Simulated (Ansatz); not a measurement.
```xyz
9

S     1.139    0.955    2.038
Si    0.205    0.771    0.149
C    -0.944   -0.529   -0.418
N     0.510   -0.611   -0.796
H     1.158   -0.374    2.240
H     0.118    2.129   -0.431
H    -1.289   -1.355    0.201
H    -1.648   -0.278   -1.212
H     0.751   -0.709   -1.770
```

The species carries charge 0 and has multiplicity 1.

Task: List the PBE0/def2-TZVPP orbital energies in eV (Ansatz 0.2.0). (An estimate is asked.)

Result: Ansatz gave: Occupied: -2422.53, -1803.21, -391.01, -278.69, -217.90, -161.72, -161.65, -161.54, -145.47, -100.14, -100.13, -100.12, -24.86, -20.67, -17.91, -14.96, -13.40, -12.22, -11.23, -9.96, -9.48, -8.77, -7.64, -6.84. Lowest empty: 0.25, 0.30, 0.77, 1.24, 2.07, 2.60, 2.87, 3.55.
